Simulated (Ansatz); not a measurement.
Gas-phase electronic energies from Ansatz, PBE0-D4/def2-TZVP geometries. CBS: MP2 limit from def2 TZ/QZ plus the TZ coupled-cluster correction, frozen cores. This one scheme is used for every species. Functionals use def2-TZVPP. B3LYP here is the variant with VWN-RPA as its local correlation; programs differ in this. One conformer a species, not always the lowest.

Consider the ligand exchange at the Si–O bond: `CO[Si](Cl)(Cl)Cl` + `CC(C)N` → `CC(C)N[Si](Cl)(Cl)Cl` + CH₃OH.

Problem. Is it downhill or uphill in electronic energy at CCSD(T)/CBS, and by how much? (Estimate.)

Solution. Computed: Uphill: ΔE = +8.8 kcal/mol.

Problem. What do these levels give: B3LYP-D4, r2SCAN0-D4, PBE-QIDH, PBE0, CCSD(T)/def2-SVP, CCSD(T)/def2-TZVPP? (Best estimate.)

Solution. Ansatz gave: B3LYP-D4 8.5, r2SCAN0-D4 8.9, PBE-QIDH 8.8, PBE0 8.9, CCSD(T)/def2-SVP 7.5, CCSD(T)/def2-TZVPP 9.0 kcal/mol.

Largest T1 diagnostic among the species: 0.010.

Leaving LDA and LC-ωPBE aside and taking each functional with its dispersion term where it has one, the values, not all of them listed here, spread over 2.9 kcal/mol, from revPBE-D4 to B97M-V. In def2-TZVPP, CCSD(T) changes the Hartree–Fock value by −2.4 kcal/mol (the triples alone add −0.3 kcal/mol) and MP2 by −2.9 kcal/mol. At CCSD(T), def2-SVP lies −1.3 kcal/mol from the extrapolated value and def2-TZVPP +0.2 kcal/mol.
